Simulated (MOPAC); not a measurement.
MOPAC input (PM7):

```
PM7 PRECISE GNORM=0.05 LET XYZ UHF MS=0.5 GEO-OK AUX(PRECISION=9) THREADS=1
C2H8GeN

C     1.61618500 1   -0.90420600 1    0.34992800 1
Ge    0.04843500 1    0.11138800 1   -0.32604400 1
C    -1.59926400 1   -0.98504300 1   -0.15535900 1
N    -0.18030300 1    1.49484800 1    0.90823300 1
H     1.40030400 1   -1.24467200 1    1.36472300 1
H     2.50602200 1   -0.27567300 1    0.36644200 1
H     1.80941200 1   -1.76726600 1   -0.28631900 1
H    -1.54559800 1   -1.85161100 1   -0.81353700 1
H    -1.68841100 1   -1.32232300 1    0.87935100 1
H    -2.48102600 1   -0.40104800 1   -0.41724000 1
H    -1.00701000 1    2.06444800 1    0.77987300 1
H     0.61697600 1    2.10527500 1    1.03507200 1
```

From the output:

```
                                                       MOPAC v23.2.5 Linux

          FINAL HEAT OF FORMATION =         -0.30430 KCAL/MOL =      -1.27321 KJ/MOL

          COSMO AREA              =        123.03 SQUARE ANGSTROMS
          COSMO VOLUME            =        111.96 CUBIC ANGSTROMS

          GRADIENT NORM           =          0.03156          =       0.00911 PER ATOM
          IONIZATION POTENTIAL    =          7.549563 EV
          ALPHA SOMO LUMO (EV)    =         -7.550 -0.462
          BETA  SOMO LUMO (EV)    =         -9.398 -1.280
          NO. OF ALPHA ELECTRONS  =         13
          NO. OF BETA  ELECTRONS  =         12
          MOLECULAR WEIGHT        =        118.6819         POINT GROUP:  Cs

          MOLECULAR DIMENSIONS (Angstroms)

            Atom       Atom       Distance
            H    10    H     6     4.85454
            H    12    H     7     4.11150
            H     5    H     6     1.56582

          SCF CALCULATIONS        =         34

   ATOM   CHEMICAL          X               Y               Z
  NUMBER   SYMBOL      (ANGSTROMS)     (ANGSTROMS)     (ANGSTROMS)

     1       C          1.67665029  *  -0.86213744  *   0.21823423  *
     2      Ge         -0.02420176  *  -0.05628503  *   0.16296432  *
     3       C         -1.61839887  *  -0.94492965  *  -0.29972074  *
     4       N         -0.13222718  *   1.63902710  *   0.57922188  *
     5       H          1.82212103  *  -1.35888061  *   1.18050441  *
     6       H          2.44626818  *  -0.09874465  *   0.08934351  *
     7       H          1.76796661  *  -1.59535617  *  -0.58677095  *
     8       H         -1.42246499  *  -1.67542204  *  -1.08834379  *
     9       H         -2.02732587  *  -1.45569156  *   0.57535446  *
    10       H         -2.34793094  *  -0.21921182  *  -0.66414734  *
    11       H         -0.98521493  *   2.13553723  *   0.58727898  *
    12       H          0.65178756  *   2.17668270  *   0.84463850  *

                             CARTESIAN COORDINATES

   1    C        1.676650286    -0.862137439     0.218234226
   2   Ge       -0.024201756    -0.056285028     0.162964318
   3    C       -1.618398870    -0.944929653    -0.299720738
   4    N       -0.132227176     1.639027103     0.579221879
   5    H        1.822121027    -1.358880613     1.180504406
   6    H        2.446268176    -0.098744651     0.089343509
   7    H        1.767966612    -1.595356166    -0.586770952
   8    H       -1.422464989    -1.675422039    -1.088343793
   9    H       -2.027325866    -1.455691558     0.575354457
  10    H       -2.347930939    -0.219211817    -0.664147340
  11    H       -0.985214928     2.135537235     0.587278981
  12    H        0.651787560     2.176682698     0.844638498

           Empirical Formula: C2 H8 N Ge  =    12 atoms

      MOLECULAR POINT GROUP   :   Cs

          ALPHA EIGENVALUES
 -35.55036 -24.71938 -24.40810 -17.21015 -16.64093 -14.49460 -14.35873 -13.74773
 -13.73439 -12.27973 -11.45554 -10.80355  -7.54956  -0.46236   0.53794   2.58342
   5.72554   5.77708   5.77930   5.82049   5.82472   6.89590   6.92178   6.99314

           BETA EIGENVALUES
 -34.81500 -24.69133 -24.36867 -17.00756 -16.39069 -14.33202 -14.28379 -13.73998
 -13.65616 -12.16200 -10.79355  -9.39842  -1.27990  -0.02062   0.62549   2.83664
   5.76290   5.77826   5.81995   5.82675   5.95830   6.92636   6.96142   7.06236

              NET ATOMIC CHARGES AND DIPOLE CONTRIBUTIONS

  ATOM NO.   TYPE          CHARGE      No. of ELECS.   s-Pop       p-Pop
    1          C          -0.515808        4.5158     1.03444     3.48137
    2         Ge           0.072516        3.9275     0.93909     2.98840
    3          C          -0.515825        4.5158     1.03443     3.48140
    4          N          -0.661291        5.6613     1.53505     4.12624
    5          H           0.177150        0.8228     0.82285
    6          H           0.172813        0.8272     0.82719
    7          H           0.175327        0.8247     0.82467
    8          H           0.175328        0.8247     0.82467
    9          H           0.177153        0.8228     0.82285
   10          H           0.172816        0.8272     0.82718
   11          H           0.284908        0.7151     0.71509
   12          H           0.284912        0.7151     0.71509
 DIPOLE           X         Y         Z       TOTAL
 POINT-CHG.     0.009    -0.261    -0.015     0.261
 HYBRID        -0.065     1.031     0.250     1.063
 SUM           -0.056     0.770     0.235     0.807

          ATOMIC ORBITAL ELECTRON POPULATIONS

     Atom    s        px        py        pz
    1  C   1.03444   1.10823   1.17771   1.19543
    2 Ge   0.93909   0.96875   0.71910   1.30054
    3  C   1.03443   1.11876   1.17370   1.18894
    4  N   1.53505   1.21558   1.26485   1.64581
    5  H   0.82285
    6  H   0.82719
    7  H   0.82467
    8  H   0.82467
    9  H   0.82285
   10  H   0.82718
   11  H   0.71509
   12  H   0.71509

                    (SZ)    =    0.500000
                    (S**2)  =    0.753461

          ATOMIC ORBITAL SPIN POPULATIONS

    Atom   Total    s     px     py     pz
         Atomic
    1  C -0.0337 -0.004 -0.026 -0.007  0.004
    2 Ge  0.7102  0.021  0.049  0.039  0.601
    3  C -0.0337 -0.004 -0.024 -0.009  0.003
    4  N  0.3590  0.015  0.022  0.032  0.290
    5  H  0.0085  0.009
    6  H  0.0025  0.002
    7  H  0.0031  0.003
    8  H  0.0031  0.003
    9  H  0.0085  0.009
   10  H  0.0025  0.002
   11  H -0.0151 -0.015
   12  H -0.0151 -0.015

 **********************
 *                    *
 * JOB ENDED NORMALLY *
 *                    *
 **********************

 == MOPAC DONE ==
```

The geometry given is a B3LYP-D3(BJ)/def2-TZVP minimum.
